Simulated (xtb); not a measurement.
xtb input (GFN2-xTB):

```bash
xtb mol.xyz --gfn 2 --ohess tight --chrg 1 --uhf 0
```
mol.xyz:
```
12

Si     2.24465412     0.25549548     0.05122605
C      0.36238193     0.11902252    -0.02782947
N     -0.45411347     1.22849653    -0.01226221
C     -1.82359149     0.90088584    -0.03732411
C     -2.04684555    -0.41393631    -0.00696879
S     -0.57587325    -1.26604604    -0.05347945
H      2.71733575    -0.40022520    -1.23802286
H      2.48398668     1.72011074     0.09335273
H      2.65971646    -0.43199158     1.29364089
H     -0.09129904     2.15072329     0.03615937
H     -2.57730269     1.73545669    -0.05428406
H     -3.04008609    -0.88544104    -0.08652499
```

Output:

```
           -------------------------------------------------
          |                Calculation Setup                |
           -------------------------------------------------

           -------------------------------------------------
          |                 G F N 2 - x T B                 |
           -------------------------------------------------

        Reference                      10.1021/acs.jctc.8b01176
      * Hamiltonian:
        H0-scaling (s, p, d)           1.850000    2.230000    2.230000
        zeta-weighting                 0.500000
      * Dispersion:
        s8                             2.700000
        a1                             0.520000
        a2                             5.000000
        s9                             5.000000
      * Repulsion:
        kExp                           1.500000    1.000000
        rExp                           1.000000
      * Coulomb:
        alpha                          2.000000
        third order                    shell-resolved
        anisotropic                    true
        a3                             3.000000
        a5                             4.000000
        cn-shift                       1.200000
        cn-exp                         4.000000
        max-rad                        5.000000

          ...................................................
          :                      SETUP                      :
          :.................................................:
          :  # basis functions                  42          :
          :  # atomic orbitals                  40          :
          :  # shells                           20          :
          :  # electrons                        32          :
          :  max. iterations                   250          :
          :  Hamiltonian                  GFN2-xTB          :
          :  restarted?                      false          :
          :  GBSA solvation                  false          :
          :  PC potential                    false          :
          :  electronic temp.          300.0000000     K    :
          :  accuracy                    1.0000000          :
          :  -> integral cutoff          0.2500000E+02      :
          :  -> integral neglect         0.1000000E-07      :
          :  -> SCF convergence          0.1000000E-05 Eh   :
          :  -> wf. convergence          0.1000000E-03 e    :
          :  Broyden damping             0.4000000          :
          :  net charge                          1          :
          :  unpaired electrons                  0          :
          ...................................................

 iter      E             dE          RMSdq      gap      omega  full diag
   1    -17.0436530 -0.170437E+02  0.678E+00    3.87       0.0  T
   2    -17.1346856 -0.910326E-01  0.404E+00    3.42       1.0  T
   3    -17.1413427 -0.665712E-02  0.311E+00    3.14       1.0  T
   4    -17.1429373 -0.159459E-02  0.133E+00    3.05       1.0  T
   5    -17.1408455  0.209177E-02  0.108E+00    2.97       1.0  T
   6    -17.1454753 -0.462974E-02  0.220E-01    3.18       1.0  T
[...]
   6 C    6 C           1     1.3524494     1.3524494     1.3524494
   1 H    7 N           1     1.0136365     1.0136365     1.0136365
   6 C    7 N           2     1.3442048     1.3611862     1.3272233
   1 H   14 Si          3     1.4575797     1.4607852     1.4559379
   6 C   16 S           2     1.7080427     1.7187503     1.6973351

           -------------------------------------------------
          |               Frequency Printout                |
           -------------------------------------------------
 projected vibrational frequencies (cm⁻¹)
eigval :       -0.00    -0.00    -0.00     0.00     0.00     0.00
eigval :       -9.01   140.66   164.54   358.04   427.91   527.65
eigval :      538.69   578.91   640.12   721.97   726.11   734.84
eigval :      741.39   775.51   791.80   825.50   857.90  1004.12
eigval :     1054.68  1115.91  1193.94  1294.57  1420.31  1511.04
eigval :     2306.83  2346.90  2352.70  3146.13  3177.67  3380.22
 reduced masses (amu)
   1: 20.73   2: 18.95   3: 18.24   4: 23.23   5: 21.07   6: 20.50   7:  2.53   8: 12.15
   9: 19.33  10: 23.36  11: 11.72  12:  8.03  13:  5.23  14:  8.48  15: 20.75  16:  2.25
  17:  2.31  18:  2.79  19: 14.78  20:  4.09  21:  2.99  22:  3.63  23: 12.38  24: 11.62
  25:  4.21  26:  4.83  27:  3.74  28:  9.83  29: 12.48  30: 11.28  31:  1.67  32:  1.69
  33:  2.22  34:  1.86  35:  1.93  36:  1.88
 IR intensities (km·mol⁻¹)
   1:  0.63   2:  3.68   3:  6.94   4:  6.91   5:  3.41   6:  5.83   7:  0.57   8:  0.25
   9:  0.99  10: 23.87  11:  0.92  12: 25.93  13: 55.90  14: 43.53  15:  8.68  16: 63.14
  17:126.96  18:172.77  19: 98.23  20:282.31  21: 17.82  22:  3.16  23:  4.34  24: 30.57
Molecule has the following symmetry elements: (sigma)
It seems to be the Cs point group
  25:  8.34  26: 10.39  27: 33.25  28: 14.67  29: 28.99  30:  8.85  31:150.06  32:103.46
  33:201.38  34: 14.75  35: 28.31  36: 77.71
 Raman intensities (Ä⁴*amu⁻¹)
   1:  0.00   2:  0.00   3:  0.00   4:  0.00   5:  0.00   6:  0.00   7:  0.00   8:  0.00
   9:  0.00  10:  0.00  11:  0.00  12:  0.00  13:  0.00  14:  0.00  15:  0.00  16:  0.00
  17:  0.00  18:  0.00  19:  0.00  20:  0.00  21:  0.00  22:  0.00  23:  0.00  24:  0.00
  25:  0.00  26:  0.00  27:  0.00  28:  0.00  29:  0.00  30:  0.00  31:  0.00  32:  0.00
  33:  0.00  34:  0.00  35:  0.00  36:  0.00
 output can be read by thermo (or use thermo option).
 writing <g98.out> molden fake output.
 recommended (thermochemical) frequency scaling factor: 1.0
           -------------------------------------------------
          |             Thermodynamic Functions             |
           -------------------------------------------------

cs  symmetry found (for desy threshold:  0.10E+00) used in thermo
 inverting freq            1   9.0090847504726845

          ...................................................
          :                      SETUP                      :
          :.................................................:
          :  # frequencies                          30      :
          :  # imaginary freq.                       0      :
          :  linear?                             false      :
          :  only rotor calc.                    false      :
          :  symmetry                               cs      :
          :  rotational number                       1      :
          :  scaling factor                  1.0000000      :
          :  rotor cutoff                   50.0000000 cm⁻¹ :
          :  imag. cutoff                  -20.0000000 cm⁻¹ :
          :.................................................:

    mode    ω/cm⁻¹     T·S(HO)/kcal·mol⁻¹    T·S(FR)/kcal·mol⁻¹   T·S(vib)
   ------------------------------------------------------------------------
       1      9.01    -2.45031 (  0.11%)    -1.56211 ( 99.89%)    -1.56304
       2    140.66    -0.83328 ( 98.43%)    -0.75000 (  1.57%)    -0.83198
       3    164.54    -0.74447 ( 99.15%)    -0.70357 (  0.85%)    -0.74412
   ------------------------------------------------------------------------

   temp. (K)  partition function   enthalpy   heat capacity  entropy
                                   cal/mol     cal/K/mol   cal/K/mol   J/K/mol
 298.15  VIB   199.                 2751.480     19.229     16.764
         ROT  0.255E+06              888.752      2.981     27.717
         INT  0.506E+08             3640.232     22.210     44.482
         TR   0.121E+28             1481.254      4.968     40.148
         TOT                        5121.4863    27.1777    84.6299   354.0914

       T/K    H(0)-H(T)+PV         H(T)/Eh          T*S/Eh         G(T)/Eh
   ------------------------------------------------------------------------
    298.15    0.816161E-02    0.875912E-01    0.402104E-01    0.473808E-01
   ------------------------------------------------------------------------

         :::::::::::::::::::::::::::::::::::::::::::::::::::::
         ::                  THERMODYNAMIC                  ::
         :::::::::::::::::::::::::::::::::::::::::::::::::::::
         :: total free energy         -16.905099416808 Eh   ::
         ::.................................................::
         :: total energy              -16.952480264601 Eh   ::
         :: zero point energy           0.079429628670 Eh   ::
         :: G(RRHO) w/o ZPVE           -0.032048780877 Eh   ::
         :: G(RRHO) contrib.            0.047380847794 Eh   ::
         :::::::::::::::::::::::::::::::::::::::::::::::::::::
imag cut-off (cm-1) :    5.00
 found            1  significant imaginary frequency
 writing imag mode distorted coords to xtbhess.xyz
 for further optimization.

optimized geometry written to: xtbopt.xyz

           -------------------------------------------------
          | TOTAL ENERGY              -16.952480264601 Eh   |
          | TOTAL ENTHALPY            -16.864889027993 Eh   |
Note: The following floating-point exceptions are signalling: IEEE_UNDERFLOW_FLAG IEEE_DENORMAL
normal termination of xtb
          | TOTAL FREE ENERGY         -16.905099416808 Eh   |
          | GRADIENT NORM               0.000131332515 Eh/α |
          | HOMO-LUMO GAP               3.446580941746 eV   |
           -------------------------------------------------

------------------------------------------------------------------------
------------------------------------------------------------------------
 total:
 SCF:
 ANC optimizer:
 analytical hessian:
```

It need not be the lowest isomer of its formula.
